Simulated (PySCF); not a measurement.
## Ne (neon, neutral) across methods

[Ne], closed-shell 1S. Computed with PySCF 2.14 in x2c-QZVPPall with one added diffuse shell each of s, p, d, f type (8s5p4d3f1g, 73 functions), with the spin-free X2C one-electron Hamiltonian (Gaussian nucleus).

```json
{"method": "UHF", "E (hartree)": "-128.68451", "mean ε 1s (eV)": "-892.85", "mean ε 2s (eV)": "-52.670", "mean ε 2p (eV)": "-23.124", "Σ⟨r²⟩ (bohr²)": "9.366", "⟨S²⟩": "0.000"}
{"method": "r2SCAN", "E (hartree)": "-129.0730", "mean ε 1s (eV)": "-837.68", "mean ε 2s (eV)": "-38.380", "mean ε 2p (eV)": "-13.963", "Σ⟨r²⟩ (bohr²)": "9.628", "⟨S²⟩": "0.000"}
{"method": "LDA", "E (hartree)": "-128.3690", "mean ε 1s (eV)": "-825.72", "mean ε 2s (eV)": "-36.111", "mean ε 2p (eV)": "-13.533", "Σ⟨r²⟩ (bohr²)": "9.846", "⟨S²⟩": "0.000"}
{"method": "PBEsol", "E (hartree)": "-128.6635", "mean ε 1s (eV)": "-828.21", "mean ε 2s (eV)": "-36.192", "mean ε 2p (eV)": "-13.265", "Σ⟨r²⟩ (bohr²)": "9.825", "⟨S²⟩": "0.000"}
{"method": "wB97X", "E (hartree)": "-129.0964", "mean ε 1s (eV)": "-844.86", "mean ε 2s (eV)": "-42.928", "mean ε 2p (eV)": "-18.492", "Σ⟨r²⟩ (bohr²)": "9.653", "⟨S²⟩": "0.000"}
{"method": "PBE0", "E (hartree)": "-129.0108", "mean ε 1s (eV)": "-846.27", "mean ε 2s (eV)": "-40.685", "mean ε 2p (eV)": "-15.977", "Σ⟨r²⟩ (bohr²)": "9.653", "⟨S²⟩": "0.000"}
{"method": "PBE", "E (hartree)": "-129.0059", "mean ε 1s (eV)": "-830.69", "mean ε 2s (eV)": "-36.396", "mean ε 2p (eV)": "-13.327", "Σ⟨r²⟩ (bohr²)": "9.828", "⟨S²⟩": "0.000"}
{"method": "PW91", "E (hartree)": "-129.0862", "mean ε 1s (eV)": "-831.22", "mean ε 2s (eV)": "-36.446", "mean ε 2p (eV)": "-13.430", "Σ⟨r²⟩ (bohr²)": "9.823", "⟨S²⟩": "0.000"}
{"method": "CAM-B3LYP", "E (hartree)": "-129.0976", "mean ε 1s (eV)": "-845.81", "mean ε 2s (eV)": "-41.983", "mean ε 2p (eV)": "-17.651", "Σ⟨r²⟩ (bohr²)": "9.756", "⟨S²⟩": "0.000"}
```
